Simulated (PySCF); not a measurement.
# Continuum solvent and chemical shifts

Atom-mapped SMILES (the numbers label the heavy atoms): `[CH3:1][C:2](=[O:3])/[CH:4]=[C:5](\[CH3:6])[OH:7]` (H(Xn): hydrogen on atom n).

GIAO PBE0/pcSseg-1 in PySCF 2.14 on one PBE0-D3(BJ)/def2-SVP conformer, non-relativistic, equivalent nuclei averaged. Solvents enter as an IEF-PCM continuum (benzene with ε = 2.3, dimethylsulfoxide with ε = 46.8) around the gas-phase geometry. Shifts are referred to TMS computed in the same medium.

Gas phase, δ in ppm: C2 196.2, C5 178.6, C4 101.4, C1 32.8, C6 22.1, H(C4) 5.19, H(O7) 4.49, H(C6) 2.37, H(C1) 2.03. Dipole moment 3.33 D.

(1) How does each δ change in the continuum?

(2) Which nuclei move most (in ppm), and what does the model miss?

## Answers

(1) 
```json
{"atoms": "C2", "environment": "ketone carbonyl carbon", "Δδ, benzene": "+2.7", "Δδ, dimethylsulfoxide": "+6.2"}
{"atoms": "C5", "environment": "alkene carbon bearing oxygen", "Δδ, benzene": "+1.5", "Δδ, dimethylsulfoxide": "+2.8"}
{"atoms": "C4", "environment": "β carbon of an enol-ether or enamine type C=C", "Δδ, benzene": "+0.9", "Δδ, dimethylsulfoxide": "+2.5"}
{"atoms": "C1", "environment": "methyl carbon α to a carbonyl", "Δδ, benzene": "+0.7", "Δδ, dimethylsulfoxide": "+1.8"}
{"atoms": "C6", "environment": "allylic methyl carbon", "Δδ, benzene": "+0.6", "Δδ, dimethylsulfoxide": "+1.3"}
{"atoms": "H(C4)", "environment": "hydrogen on a β carbon of an enol-ether or enamine type C=C", "Δδ, benzene": "+0.20", "Δδ, dimethylsulfoxide": "+0.53"}
{"atoms": "H(O7)", "environment": "hydrogen on an enol oxygen", "Δδ, benzene": "+0.53", "Δδ, dimethylsulfoxide": "+1.20"}
{"atoms": "H(C6)", "environment": "hydrogen on an allylic methyl carbon", "Δδ, benzene": "0.00", "Δδ, dimethylsulfoxide": "-0.03"}
{"atoms": "H(C1)", "environment": "hydrogen on a methyl carbon α to a carbonyl", "Δδ, benzene": "+0.06", "Δδ, dimethylsulfoxide": "+0.14"}
```

Changes are relative to the gas phase. The dipole moment becomes 3.82 D in benzene, 4.56 D in dimethylsulfoxide.

(2) C2 (ketone carbonyl carbon, +6.2 ppm) in dimethylsulfoxide. A continuum only polarises the solute; specific hydrogen bonds, the anisotropy of aromatic solvents and changes of geometry or conformer are outside it.
